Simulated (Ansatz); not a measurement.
```yaml
crystal:
  periodic: [true, true, true]
  atoms:
    - {symbol: N, position_ang: [1.425156, -1.439390, 1.265031]}
    - {symbol: C, position_ang: [0.675449, -0.725923, 0.757191]}
    - {symbol: Ge, position_ang: [-0.666442, 0.489745, 0.096383]}
    - {symbol: Cl, position_ang: [-1.754305, -0.553421, -1.415101]}
    - {symbol: Cl, position_ang: [0.369942, 2.155388, -0.744905]}
basis:
  gaussian: {orbitals: cc-pVTZ, fitting: {mean_field: def2-universal-jkfit}}
magnetization: {spin_polarized: true, initial_magnetization: 1}
hamiltonian: {xc: {name: CAM-B3LYP}}
scf: {lower_state_search: off}
```

```sh
$ ansatz run in.yaml --threads 4 --pin off --events-out ev --progress --plain --max-ram 10444MiB
```

Output, abridged:

```
Error: YAML parse error: error: line 2 column 3: crystal: missing field `lattice` (a structure is typed as `lattice` and `atoms`, a molecule's as `atoms` in Å alone, or read from a run's directory, `checkpoint`)
 --> <input>:2:3
1 | crystal:
2 |   periodic: [true, true, true]
3 |   atoms:
4 |     - {symbol: N, position_ang: [1.425156, -1.439390, 1.265031]}
```

**Question.** What is wrong with this run?

**Answer.** The molecule is marked periodic without a cell. The program refused the input.
